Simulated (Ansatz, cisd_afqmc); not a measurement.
System: Br, charge 0, doublet.

Total energies in def2-TZVPP, 7 correlated electrons, 14 frozen orbitals. Open shells are spin-unrestricted; no spin-orbit coupling. Correlated methods leave the cores frozen (noble-gas shells, and filled d and f shells in the p block). No relativity. The Monte Carlo rows (phaseless AFQMC, CISD trial, step 0.005/hartree) carry one-sigma bars that omit the constraint's bias. Outlying blocks are dropped, and bars are widened where a walk drifts. Over all cases where full CI ran beside it in this data, AFQMC minus full CI had a median of +0.1 mEh and passed +0.4 mEh in a tenth of the cases. Spin-orbit terms, left out, reach several kcal/mol for Br and I, and more for heavier atoms.

| method | program | energy (Eh) | minus CCSDTQ (mEh) |
|---|---|---|---|
| HF | Ansatz | -2572.39810 | 158.92 |
| MP2 | Ansatz | -2572.53217 | 24.85 |
| CCSD | Ansatz | -2572.55179 | 5.24 |
| CCSD(T) | Ansatz | -2572.55635 | 0.67 |
| CCSDT(Q) | Ansatz | -2572.55702 | 0.01 |
| CCSDTQ | Ansatz | -2572.55702 | 0.00 |
| AFQMC/CISD | cisd_afqmc | -2572.5568 ± 0.0002 | 0.3 ± 0.2 |

Ansatz is a first-principles code.
